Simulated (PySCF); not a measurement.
## Worked example: dipole moment from atomic charges

Si(Cl)2(OH)(SiH3) (Cl2H4OSi2), SMILES O[Si]([SiH3])(Cl)Cl. Atoms are numbered in the order given.

```xyz
9

O     -0.2069     1.9437     0.0000
Si    -0.0708     0.3003     0.0000
Si     2.1805    -0.2831     0.0000
Cl    -1.0216    -0.4963    -1.6647
Cl    -1.0216    -0.4963     1.6647
H     -1.0931     2.3297     0.0000
H      2.8392     0.2620    -1.2232
H      2.2686    -1.7725     0.0000
H      2.8392     0.2620     1.2232
```
Charge 0, spin multiplicity 1.

The structure is a stationary point at r2SCAN-D4/def2-SVP. Other conformers were not sampled.

Charges (e) from ωB97X/def2-TZVP in PySCF:

```
atom  Mulliken  ESP fit
----  --------  -------
O1      -0.521   -0.545
Si2      0.565    0.263
Si3      0.076    0.219
Cl4     -0.215   -0.130
Cl5     -0.215   -0.130
H6       0.340    0.436
H7      -0.011   -0.028
H8      -0.009   -0.056
H9      -0.011   -0.028
```

The dipole moment of the full density is 0.91 D.

Q: What dipole moment does each set of point charges give, and which comes closer to that of the density?

A: 
μ = Σ q r, and 1 e Å = 4.8032 D.
Mulliken: Σ q r = (0.218, 0.151, 0.000) e Å, |μ| = 1.28 D.
ESP fit: Σ q r = (0.075, 0.187, 0.000) e Å, |μ| = 0.97 D.
ESP fit comes closer in size. Point charges leave out the atoms' own dipoles (lone pairs, polarised bonds); fits to the potential absorb them, partitions of the density don't.
